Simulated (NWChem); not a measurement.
System: C₂H₄AlNO₂; SMILES [CH3][Al]([OH])[N]=C=O

Parts of the log:

```
             Northwest Computational Chemistry Package (NWChem) 7.3.0
             --------------------------------------------------------

                             Geometry "geometry" -> ""
                             -------------------------

 Output coordinates in angstroms (scale by  1.889725989 to convert to a.u.)

  No.       Tag          Charge          X              Y              Z
 ---- ---------------- ---------- -------------- -------------- --------------
    1 Al                  13.0000    -0.02058210    -0.90334173    -0.00616585
    2 C                    6.0000    -1.71947510    -1.82447973     0.00500515
    3 H                    1.0000    -1.68530310    -2.72675373    -0.70704085
    4 H                    1.0000    -2.57492010    -1.13115273    -0.29656585
    5 H                    1.0000    -1.92974610    -2.22794273     1.06270315
    6 N                    7.0000     0.09878090     0.87995627     0.00378815
    7 C                    6.0000     0.14459690     2.07954327     0.00492815
    8 O                    8.0000     0.19152490     3.24821627     0.00614915
    9 O                    8.0000     1.42137990    -1.79995073    -0.01399885
   10 H                    1.0000     2.31210090    -1.44690773    -0.00225985

 Effective nuclear repulsion energy (a.u.)     246.1977848047

                                Z-matrix (autoz)
                                --------

 Units are Angstrom for bonds and degrees for angles

      Type          Name      I     J     K     L     M      Value
      ----------- --------  ----- ----- ----- ----- ----- ----------
    1 Stretch                  1     2                       1.93258
    2 Stretch                  1     6                       1.78732
    3 Stretch                  1     9                       1.69801
    4 Stretch                  2     3                       1.14990
    5 Stretch                  2     4                       1.14168
    6 Stretch                  2     5                       1.15140
    7 Stretch                  6     7                       1.20046
    8 Stretch                  7     8                       1.16962
    9 Stretch                  9    10                       0.95821
   10 Bend                     1     2     3               110.13853
   11 Bend                     1     2     4               111.57392
   12 Bend                     1     2     5               109.44297
   13 Bend                     1     9    10               126.49786
   14 Bend                     2     1     6               122.29247
   15 Bend                     2     1     9               119.66110
   16 Bend                     3     2     4               109.58531
   17 Bend                     3     2     5               107.41595
   18 Bend                     4     2     5               108.57912
   19 Bend                     6     1     9               118.04482
   20 Bend                     7     1     2               121.63378
   21 Bend                     7     1     9               118.70428
   22 Bend                     8     1     2               121.38937
   23 Bend                     8     1     9               118.94893
   24 Torsion                  1     2     6     7         179.46460
   25 Torsion                  2     1     9    10        -178.70057
   26 Torsion                  3     2     1     6         139.15895
   27 Torsion                  3     2     1     9         -41.31230
   28 Torsion                  4     2     1     6          17.22554
   29 Torsion                  4     2     1     9        -163.24571
   30 Torsion                  5     2     1     6        -102.96732
   31 Torsion                  5     2     1     9          76.56143
   32 Torsion                  6     1     9    10           0.84807
   33 Torsion                  1     2     7     8         179.59216
   34 Torsion                  3     2     1     8         138.97307
   35 Torsion                  4     2     1     8          17.03966
   36 Torsion                  5     2     1     8        -103.15321
   37 Torsion                  1     9     7     8        -179.55566
   38 Torsion                  8     1     9    10           1.02104
   39 Torsion                  1     9     6     7        -179.43698

                           NWChem Geometry Optimization
                           ----------------------------

 maximum gradient threshold         (gmax) =   0.000015
 rms gradient threshold             (grms) =   0.000010
 maximum cartesian step threshold   (xmax) =   0.000060
 rms cartesian step threshold       (xrms) =   0.000040
 fixed trust radius                (trust) =   0.300000
 source of zmatrix                         =   autoz

          -------------------
          Energy Minimization
          -------------------

 Using diagonal initial Hessian
 Scaling for Hessian diagonals: bonds = 1.00  angles = 0.25  torsions = 0.10

          --------
          Step   0

                                 NWChem DFT Module
                                 -----------------

 Summary of "ao basis" -> "ao basis" (spherical)
 ------------------------------------------------------------------------------
       Tag                 Description            Shells   Functions and Types
 ---------------- ------------------------------  ------  ---------------------
 Al                         def2-svp                 8       18   4s3p1d
 C                          def2-svp                 6       14   3s2p1d
 H                          def2-svp                 3        5   2s1p
 N                          def2-svp                 6       14   3s2p1d
 O                          def2-svp                 6       14   3s2p1d

            General Information
            -------------------
          SCF calculation type: DFT
          Wavefunction type:  closed shell.
          No. of atoms     :    10
          No. of electrons :    52
           Alpha electrons :    26
            Beta electrons :    26
          Charge           :     0
          Spin multiplicity:     1
          Use of symmetry is: off; symmetry adaption is: off
          Maximum number of iterations: 150
          AO basis - number of functions:   108
                     number of shells:    50
          Convergence on energy requested:  1.00D-06
          Convergence on density requested:  1.00D-05
          Convergence on gradient requested:  5.00D-04

              XC Information
              --------------
                         PBE0 Method XC Functional
                     Hartree-Fock (Exact) Exchange  0.250
          PerdewBurkeErnzerhof Exchange Functional  0.750
            Perdew 1991 LDA Correlation Functional  1.000 local
           PerdewBurkeErnz. Correlation Functional  1.000 non-local

             Grid Information
             ----------------
          Grid used for XC integration:  fine
          Radial quadrature: Mura-Knowles
          Angular quadrature: Lebedev.
          Tag              B.-S. Rad. Rad. Pts. Rad. Cut. Ang. Pts.
          ---              ---------- --------- --------- ---------
          Al                  1.25      123          10.0       770
          C                   0.70       70          13.0       590
          H                   0.35       60          13.0       590
          N                   0.65       70          11.0       590
          O                   0.60       70          15.0       590
          Grid pruning is: on
          Number of quadrature shells:   713
          Spatial weights used:  Erf1

      Superposition of Atomic Density Guess
      -------------------------------------

 Sum of atomic energies:        -522.66464364

      Non-variational initial energy
      ------------------------------

 Total energy =    -524.986469
 1-e energy   =   -1207.969971
 2-e energy   =     436.785717
 HOMO         =      -0.379573
 LUMO         =      -0.007248

[...]

      ----------------------
      Optimization converged
      ----------------------

  Step       Energy      Delta E   Gmax     Grms     Xrms     Xmax
  ---- ---------------- -------- -------- -------- -------- --------
@   53    -525.65942317  4.1D-10  0.00001  0.00000  0.00001  0.00004
                                     ok       ok       ok       ok

                                Z-matrix (autoz)
                                --------

 Units are Angstrom for bonds and degrees for angles

      Type          Name      I     J     K     L     M      Value     Gradient
      ----------- --------  ----- ----- ----- ----- ----- ---------- ----------
    1 Stretch                  1     2                       1.93183    0.00000
    2 Stretch                  1     6                       1.78747    0.00000
    3 Stretch                  1     9                       1.69780    0.00000
    4 Stretch                  2     3                       1.10040    0.00000
    5 Stretch                  2     4                       1.10229    0.00000
    6 Stretch                  2     5                       1.10230    0.00000
    7 Stretch                  6     7                       1.20036    0.00001
    8 Stretch                  7     8                       1.16966   -0.00001
    9 Stretch                  9    10                       0.95819    0.00000
   10 Bend                     1     2     3               111.45733   -0.00000
   11 Bend                     1     2     4               111.15296   -0.00000
   12 Bend                     1     2     5               111.14678    0.00000
   13 Bend                     1     9    10               126.35327   -0.00000
   14 Bend                     2     1     6               121.62763    0.00000
   15 Bend                     2     1     9               120.25445   -0.00000
   16 Bend                     3     2     4               108.11063    0.00000
   17 Bend                     3     2     5               108.10530    0.00000
   18 Bend                     4     2     5               106.67354   -0.00000
   19 Bend                     6     1     9               118.11792    0.00000
   20 Bend                     7     1     2               121.00764    0.00000
   21 Bend                     7     1     9               118.73791   -0.00000
   22 Bend                     8     1     2               120.78167    0.00000
   23 Bend                     8     1     9               118.96388   -0.00000
   24 Torsion                  1     2     6     7         179.99075   -0.00000
   25 Torsion                  2     1     9    10        -179.99752   -0.00000
   26 Torsion                  3     2     1     6         179.91777   -0.00000
   27 Torsion                  3     2     1     9          -0.08512   -0.00000
   28 Torsion                  4     2     1     6          59.23953   -0.00000
   29 Torsion                  4     2     1     9        -120.76336   -0.00000
   30 Torsion                  5     2     1     6         -59.41501   -0.00000
   31 Torsion                  5     2     1     9         120.58210   -0.00000
   32 Torsion                  6     1     9    10          -0.00030   -0.00000
   33 Torsion                  1     2     7     8         179.99265   -0.00000
   34 Torsion                  3     2     1     8         179.91452   -0.00000
   35 Torsion                  4     2     1     8          59.23628   -0.00000
   36 Torsion                  5     2     1     8         -59.41826   -0.00000
   37 Torsion                  1     9     7     8        -179.99172    0.00000
   38 Torsion                  8     1     9    10           0.00284   -0.00000
   39 Torsion                  1     9     6     7        -179.98990    0.00000

                         Geometry "geometry" -> "geometry"
                         ---------------------------------

 Output coordinates in angstroms (scale by  1.889725989 to convert to a.u.)

[...]

 Rotational Constants
 --------------------
 A=   0.191595 cm-1  (  0.275656 K)
 B=   0.046520 cm-1  (  0.066930 K)
 C=   0.037695 cm-1  (  0.054233 K)

 Temperature                      =   298.15K
 frequency scaling parameter      =   1.0000

 Zero-Point correction to Energy  =   39.954 kcal/mol  (  0.063671 au)
 Thermal correction to Energy     =   45.158 kcal/mol  (  0.071964 au)
 Thermal correction to Enthalpy   =   45.750 kcal/mol  (  0.072907 au)

 Total Entropy                    =   91.096 cal/mol-K
   - Translational                =   39.730 cal/mol-K (mol. weight = 101.0057)
   - Rotational                   =   27.952 cal/mol-K (symmetry #  =        1)
   - Vibrational                  =   23.414 cal/mol-K

 Cv (constant volume heat capacity) =   26.540 cal/mol-K
   - Translational                  =    2.979 cal/mol-K
   - Rotational                     =    2.979 cal/mol-K
   - Vibrational                    =   20.581 cal/mol-K

[normal modes left out]

 ----------------------------------------------------------------------------
 Normal Eigenvalue ||           Projected Infra Red Intensities
  Mode   [cm**-1]  || [atomic units] [(debye/angs)**2] [(KM/mol)] [arbitrary]
 ------ ---------- || -------------- ----------------- ---------- -----------
    1       -0.000 ||    0.000000           0.000         0.000       0.000
    2       -0.000 ||    0.000168           0.004         0.164       0.019
    3       -0.000 ||    0.000164           0.004         0.160       0.018
    4        0.000 ||    0.000071           0.002         0.069       0.008
    5        0.000 ||    0.000093           0.002         0.091       0.010
    6        0.000 ||    0.000050           0.001         0.049       0.006
    7       39.736 ||    0.000253           0.006         0.246       0.028
    8       61.867 ||    0.000625           0.014         0.609       0.070
    9       90.883 ||    0.001022           0.024         0.996       0.114
   10      178.375 ||    0.001386           0.032         1.351       0.154
   11      235.542 ||    0.013287           0.307        12.953       1.479
   12      238.712 ||    0.039003           0.900        38.022       4.343
   13      393.037 ||    0.172160           3.972       167.830      19.169
   14      492.517 ||    0.014694           0.339        14.324       1.636
   15      563.185 ||    0.186426           4.301       181.737      20.757
   16      640.284 ||    0.022519           0.520        21.952       2.507
   17      651.100 ||    0.024598           0.567        23.979       2.739
   18      667.418 ||    0.070305           1.622        68.537       7.828
   19      671.030 ||    0.036687           0.846        35.765       4.085
   20      729.051 ||    0.265600           6.128       258.920      29.573
   21      905.016 ||    0.144822           3.341       141.180      16.125
   22     1218.132 ||    0.032102           0.741        31.294       3.574
   23     1421.490 ||    0.001423           0.033         1.387       0.158
   24     1424.465 ||    0.002893           0.067         2.821       0.322
   25     1516.913 ||    0.034803           0.803        33.928       3.875
   26     2456.563 ||    1.520424          35.077      1482.185     169.288
   27     3055.682 ||    0.000703           0.016         0.686       0.078
   28     3150.975 ||    0.001622           0.037         1.581       0.181
   29     3171.702 ||    0.001637           0.038         1.596       0.182
   30     3987.913 ||    0.104840           2.419       102.203      11.673
 ----------------------------------------------------------------------------
```

Level: PBE0/def2-SVP. 

Reconstruct the input file.

This is not unique; one that fits is the input that was run:
```
start job
memory heap 200 mb stack 900 mb global 1100 mb
geometry units angstroms noautosym
  Al    -0.012173    -0.955297    -0.005082
  C     -1.711066    -1.876435     0.006089
  H     -1.676894    -2.778709    -0.705957
  H     -2.566511    -1.183108    -0.295482
  H     -1.921337    -2.279898     1.063787
  N      0.107190     0.828001     0.004872
  C      0.153006     2.027588     0.006012
  O      0.199934     3.196261     0.007233
  O      1.429789    -1.851906    -0.012915
  H      2.320510    -1.498863    -0.001176
end
basis spherical
  * library def2-svp
end
dft
  xc pbe0
  grid fine
  iterations 150
end
driver
  maxiter 120
  tight
end
task dft optimize
task dft freq
```
